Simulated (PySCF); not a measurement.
PySCF input for C8H5N5, SMILES C1=CC2N3C(N=CN=C3C=CN=2)=N1, B3LYP-D3(BJ)/def2-SVP. The structure is a stationary point at B3LYP-D3(BJ)/def2-SVP.

```python
import numpy as np
from pyscf import gto, scf, dft, df
from pyscf.hessian import thermo

mol = gto.M(
    atom='''
    C    -1.25151232    2.40145059    0.00000000
    C     0.13013671    2.39414369    0.00000000
    C     0.80854951    1.15538104    0.00000000
    N     2.13526876    1.05702629    0.00000000
    C     2.64383850   -0.18065499    0.00000000
    N     1.98479465   -1.32016408    0.00000000
    C     0.63544163   -1.27317639    0.00000000
    N    -0.07655945   -2.38051631    0.00000000
    C    -1.41868611   -2.29153060    0.00000000
    C    -2.11607259   -1.10560014    0.00000000
    C    -1.39804497    0.11665372    0.00000000
    N    -2.00778964    1.29616833    0.00000000
    N     0.00460663    0.00313216    0.00000000
    H    -1.79304088    3.35404859    0.00000000
    H     0.73218531    3.30075687    0.00000000
    H     3.73927890   -0.24871233    0.00000000
    H    -1.95948199   -3.24435355    0.00000000
    H    -3.20308999   -1.05126588    0.00000000
    ''',
    basis='def2-SVP',
    charge=0,
    spin=0,
    max_memory=1600,
    verbose=3,
)
mf = dft.RKS(mol, xc='b3lyp').density_fit(auxbasis='def2-universal-jkfit')
mf.disp = 'd3bj'
mf.grids.level = 3
mf.conv_tol = 1e-11
mf.max_cycle = 100
mf.kernel()

# [left out here: the lines that compute and print the analytic Hessian (its translational invariance restored by hand, since the grid's response is missing), thermochemistry and intensities]
```

It prints:

```
converged SCF energy = -581.227098933469

WARN: DFTD3 does not support analytical Hessian, using finite difference


WARN: Mole.unit (angstrom) is changed to Bohr

Mode                                 0                   1                   2
Irrep
Freq [cm^-1]                      118.5779            140.5854            225.7724
Reduced mass [au]                   6.2880              5.8550              6.7479
Force const [Dyne/A]                0.0521              0.0682              0.2027
Char temp [K]                     170.6071            202.2711            324.8363
Normal mode                   x     y     z       x     y     z       x     y     z
       0   C                 0.00 -0.00  0.02    0.00  0.00  0.09   -0.00 -0.00 -0.03
       1   C                 0.00  0.00 -0.10    0.00 -0.00  0.07   -0.00 -0.00  0.12
       2   C                 0.00 -0.00 -0.07    0.00 -0.00 -0.03    0.00  0.00  0.02
       3   N                 0.00  0.00 -0.08    0.00  0.00 -0.11    0.00 -0.00 -0.10
       4   C                -0.00  0.00  0.06    0.00  0.00 -0.06    0.00 -0.00 -0.02
       5   N                -0.00  0.00  0.12    0.00  0.00  0.07   -0.00  0.00  0.09
       6   C                -0.00  0.00  0.02   -0.00  0.00  0.06   -0.00  0.00  0.01
       7   N                -0.00  0.00 -0.07    0.00  0.00  0.11   -0.00 -0.00 -0.09
       8   C                -0.00 -0.00 -0.09    0.00 -0.00 -0.01   -0.00  0.00 -0.01
       9   C                -0.00 -0.00  0.01   -0.00 -0.00 -0.13    0.00  0.00  0.11
      10   C                 0.00 -0.00  0.06   -0.00  0.00 -0.05    0.00  0.00  0.01
      11   N                 0.00 -0.00  0.11   -0.00  0.00 -0.00   -0.00 -0.00 -0.11
      12   N                -0.00 -0.00  0.01   -0.00  0.00 -0.01    0.00  0.00  0.03
      13   H                 0.00 -0.00  0.06    0.00  0.00  0.18   -0.00 -0.00 -0.09
      14   H                 0.00  0.00 -0.17    0.00 -0.00  0.11   -0.00  0.00  0.19
[...]
      16   H                 0.27 -0.04  0.00   -0.16  0.06 -0.00    0.29 -0.22 -0.00
      17   H                 0.04  0.23 -0.00   -0.07 -0.23  0.00    0.00 -0.28  0.00
Mode                                36                  37                  38
Irrep
Freq [cm^-1]                     1436.7176           1528.4762           1560.7457
Reduced mass [au]                   1.7518              4.0751              5.7443
Force const [Dyne/A]                2.1304              5.6092              8.2443
Char temp [K]                    2067.1167           2199.1369           2245.5655
Normal mode                   x     y     z       x     y     z       x     y     z
       0   C                 0.00 -0.06  0.00    0.04  0.08  0.00    0.10 -0.00 -0.00
       1   C                -0.07  0.06 -0.00    0.04 -0.07 -0.00   -0.09  0.02  0.00
       2   C                -0.03  0.00 -0.00   -0.01  0.06 -0.00   -0.07 -0.01  0.00
       3   N                 0.07 -0.01  0.00   -0.03  0.04 -0.00    0.08 -0.02  0.00
       4   C                 0.00 -0.04  0.00    0.03 -0.08  0.00   -0.06 -0.05 -0.00
       5   N                -0.07 -0.01 -0.00   -0.06  0.01  0.00    0.06  0.05 -0.00
       6   C                 0.03 -0.02 -0.00    0.09  0.01  0.00   -0.02  0.05 -0.00
       7   N                 0.06  0.04 -0.00    0.03 -0.02  0.00   -0.02 -0.05 -0.00
       8   C                -0.03 -0.04  0.00   -0.09  0.01  0.00   -0.04  0.07 -0.00
       9   C                -0.01  0.02 -0.00    0.05  0.07 -0.00    0.02 -0.06  0.00
      10   C                -0.01  0.05  0.00   -0.05 -0.07 -0.00    0.04 -0.06  0.00
      11   N                 0.02 -0.00 -0.00   -0.02 -0.03 -0.00   -0.04  0.06  0.00
      12   N                -0.00 -0.03 -0.00   -0.01 -0.00  0.00    0.01  0.00  0.00
      13   H                 0.22  0.06 -0.00   -0.18 -0.04 -0.00   -0.15 -0.16  0.00
      14   H                 0.19 -0.11 -0.00   -0.14  0.04 -0.00    0.02 -0.07  0.00
      15   H                 0.05  0.64  0.00    0.05  0.19  0.00   -0.05  0.11 -0.00
      16   H                -0.14  0.02 -0.00    0.20 -0.15  0.00    0.17 -0.03 -0.00
      17   H                -0.01 -0.05  0.00    0.05 -0.14  0.00    0.04  0.03  0.00
Mode                                39                  40                  41
Irrep
Freq [cm^-1]                     1620.9168           1625.4363           1690.8504
Reduced mass [au]                   7.0778              6.9368             10.7542
Force const [Dyne/A]               10.9564             10.7981             18.1150
Char temp [K]                    2332.1383           2338.6409           2432.7572
Normal mode                   x     y     z       x     y     z       x     y     z
       0   C                -0.04 -0.04  0.00   -0.13 -0.07  0.00    0.05  0.01 -0.00
       1   C                -0.01  0.03 -0.00    0.07  0.02 -0.00   -0.07  0.03  0.00
       2   C                 0.04 -0.02 -0.00    0.01 -0.06 -0.00    0.10 -0.03  0.00
       3   N                -0.01 -0.03 -0.00   -0.04  0.06 -0.00   -0.04  0.01  0.00
       4   C                 0.03  0.11 -0.00   -0.02 -0.12  0.00    0.01  0.04 -0.00
       5   N                -0.04 -0.06  0.00    0.02  0.05  0.00   -0.06 -0.04 -0.00
       6   C                -0.03 -0.01  0.00    0.05  0.03  0.00    0.14  0.09 -0.00
       7   N                 0.09  0.01  0.00   -0.04 -0.04  0.00   -0.07 -0.05 -0.00
       8   C                -0.14  0.08  0.00   -0.01  0.05 -0.00    0.01  0.02 -0.00
       9   C                 0.06 -0.06  0.00    0.01 -0.07  0.00   -0.01 -0.06  0.00
      10   C                -0.03 -0.04 -0.00    0.00 -0.00 -0.00    0.03  0.07  0.00
      11   N                 0.02  0.06 -0.00    0.04  0.06 -0.00   -0.01 -0.03  0.00
      12   N                 0.02 -0.01 -0.00    0.01  0.03 -0.00   -0.06 -0.03  0.00
      13   H                 0.05  0.01 -0.00    0.16  0.11 -0.00   -0.02 -0.04  0.00
      14   H                 0.06 -0.02 -0.00    0.02  0.07 -0.00    0.07 -0.06  0.00
      15   H                 0.02 -0.13  0.00   -0.00  0.12  0.00    0.00 -0.03  0.00
      16   H                 0.18 -0.07  0.00    0.09 -0.00  0.00    0.04  0.00 -0.00
      17   H                 0.08  0.02 -0.00    0.02  0.07 -0.00   -0.00  0.05 -0.00
Mode                                42                  43                  44
Irrep
Freq [cm^-1]                     1691.4175           3153.5364           3162.8963
Reduced mass [au]                   9.3318              1.0930              1.0930
Force const [Dyne/A]               15.7295              6.4045              6.4420
Char temp [K]                    2433.5732           4537.2368           4550.7035
Normal mode                   x     y     z       x     y     z       x     y     z
       0   C                -0.03  0.02 -0.00    0.00 -0.00  0.00   -0.04  0.07  0.00
       1   C                 0.08 -0.06  0.00    0.00  0.00 -0.00    0.00 -0.01 -0.00
       2   C                -0.10  0.09 -0.00   -0.00  0.00 -0.00    0.00 -0.00 -0.00
       3   N                 0.05 -0.03  0.00   -0.00  0.00  0.00   -0.00  0.00 -0.00
       4   C                -0.00  0.02 -0.00    0.08 -0.01 -0.00    0.00 -0.00  0.00
       5   N                 0.00 -0.00 -0.00   -0.00 -0.00  0.00   -0.00  0.00  0.00
       6   C                -0.00  0.03 -0.00   -0.00 -0.00  0.00   -0.00 -0.00  0.00
       7   N                -0.00 -0.02 -0.00    0.00  0.00  0.00   -0.00 -0.00  0.00
       8   C                -0.03  0.05 -0.00    0.00  0.00  0.00    0.00  0.01  0.00
       9   C                 0.01 -0.11  0.00    0.00  0.00 -0.00   -0.00  0.00 -0.00
      10   C                -0.01  0.15  0.00   -0.00 -0.00 -0.00   -0.00 -0.00 -0.00
      11   N                 0.01 -0.07  0.00    0.00  0.00 -0.00    0.00  0.00 -0.00
      12   N                 0.02 -0.06  0.00    0.00  0.00 -0.00   -0.00  0.00 -0.00
      13   H                 0.01  0.04  0.00   -0.01  0.02 -0.00    0.47 -0.82  0.00
      14   H                -0.08  0.05  0.00   -0.00 -0.00 -0.00    0.04  0.07  0.00
      15   H                -0.00  0.01 -0.00   -0.95  0.06  0.00   -0.02  0.00  0.00
      16   H                 0.05  0.01  0.00   -0.01 -0.01  0.00   -0.03 -0.06  0.00
      17   H                 0.02  0.12 -0.00    0.00  0.00 -0.00    0.01 -0.00 -0.00
Mode                                45                  46                  47
Irrep
Freq [cm^-1]                     3164.2077           3243.8085           3244.2452
Reduced mass [au]                   1.0929              1.0957              1.0955
Force const [Dyne/A]                6.4473              6.7926              6.7935
Char temp [K]                    4552.5903           4667.1183           4667.7466
Normal mode                   x     y     z       x     y     z       x     y     z
       0   C                -0.00  0.01 -0.00    0.00 -0.00 -0.00    0.01 -0.01 -0.00
       1   C                 0.00 -0.00  0.00   -0.01 -0.01  0.00   -0.05 -0.07  0.00
       2   C                 0.00  0.00  0.00   -0.00  0.00  0.00   -0.00  0.00 -0.00
       3   N                 0.00 -0.00  0.00   -0.00  0.00  0.00    0.00 -0.00 -0.00
       4   C                 0.00  0.00 -0.00    0.00 -0.00  0.00    0.00  0.00 -0.00
       5   N                -0.00 -0.00 -0.00    0.00  0.00 -0.00   -0.00 -0.00 -0.00
       6   C                 0.00  0.00 -0.00    0.00 -0.00 -0.00    0.00  0.00  0.00
       7   N                -0.00  0.00 -0.00    0.00  0.00 -0.00   -0.00 -0.00  0.00
       8   C                -0.04 -0.07  0.00   -0.00 -0.01 -0.00    0.00  0.00  0.00
       9   C                 0.01  0.00 -0.00   -0.08  0.00  0.00    0.01 -0.00  0.00
      10   C                -0.00  0.00  0.00    0.00  0.00  0.00    0.00 -0.00  0.00
      11   N                 0.00 -0.00  0.00   -0.00 -0.00  0.00    0.00  0.00  0.00
      12   N                -0.00 -0.00  0.00    0.00  0.00  0.00    0.00  0.00  0.00
      13   H                 0.03 -0.06  0.00   -0.01  0.01  0.00   -0.04  0.06  0.00
      14   H                 0.00  0.00  0.00    0.06  0.09  0.00    0.52  0.79  0.00
      15   H                -0.01  0.00 -0.00   -0.00 -0.00 -0.00   -0.00 -0.00 -0.00
      16   H                 0.46  0.83 -0.00    0.03  0.07 -0.00   -0.00 -0.01  0.00
      17   H                -0.08 -0.00 -0.00    0.94 -0.04 -0.00   -0.11  0.01  0.00
temperature 298.1500 [K]
pressure 101325.00 [Pa]
Rotational constants [GHz] 1.19950 1.16877 0.59197
Symmetry number 1
Zero-point energy (ZPE) 0.12940 [Eh]   339740.368 [J/mol]
                           tot       elec      trans        rot        vib
Entropy [J/mol/K]       373.548      0.000    172.883    126.937     73.728
Cv [J/mol/K]            138.593      0.000     12.472     12.472    113.650
Cp [J/mol/K]            146.908      0.000     20.786     12.472    113.650
Internal energy [J/mol]                      3718.434   3718.434 353446.062
Internal energy [Eh]   -581.08965  -581.22710
Enthalpy [J/mol]                             6197.391   3718.434 353446.062
Enthalpy [Eh]          -581.08870
Gibbs free energy [J/mol]                  -45347.657 -34127.909 331463.990
Gibbs free energy [Eh] -581.13112
mode   freq/cm-1   IR/(km/mol)
   1      118.58         0.374
   2      140.59         0.401
   3      225.77         3.470
   4      244.27         0.472
   5      455.33        20.814
   6      461.29         5.702
   7      488.41         0.064
   8      492.22         1.056
   9      495.49         1.396
  10      508.70         8.517
  11      518.87         1.342
  12      598.95         1.128
  13      668.20         0.818
  14      723.57         0.033
  15      748.96         6.486
  16      815.53         2.675
  17      837.35        15.109
  18      840.71         1.507
  19      845.60         8.587
  20      870.66        51.008
  21      881.17        27.858
  22     1010.10         0.009
  23     1010.64         0.029
  24     1018.40         1.311
  25     1067.61        13.208
  26     1075.86         4.375
  27     1100.95        26.807
  28     1125.03        20.579
  29     1145.29         1.438
  30     1185.70         1.701
  31     1255.78         6.286
  32     1280.38        68.934
  33     1297.76        31.600
  34     1330.58        73.668
  35     1359.99        38.307
  36     1432.61        11.327
  37     1436.72         8.270
  38     1528.48        18.963
  39     1560.75        25.735
  40     1620.92        69.620
  41     1625.44       131.460
  42     1690.85       917.324
  43     1691.42       774.273
  44     3153.54        31.802
  45     3162.90        22.706
  46     3164.21        19.104
  47     3243.81         0.626
  48     3244.25         0.971
max |gradient| / (hartree/bohr): 4.434670058632616e-05
APT charges: [ 0.6813 -0.4866  0.6906 -0.882   0.9117 -0.8359  0.7541 -0.7114  0.6099
 -0.4747  0.6198 -0.8043 -0.3172  0.0311  0.0831  0.0186  0.0316  0.0804]
```

Self-consistency was reached.

Cost: very roughly 21 core-minutes.
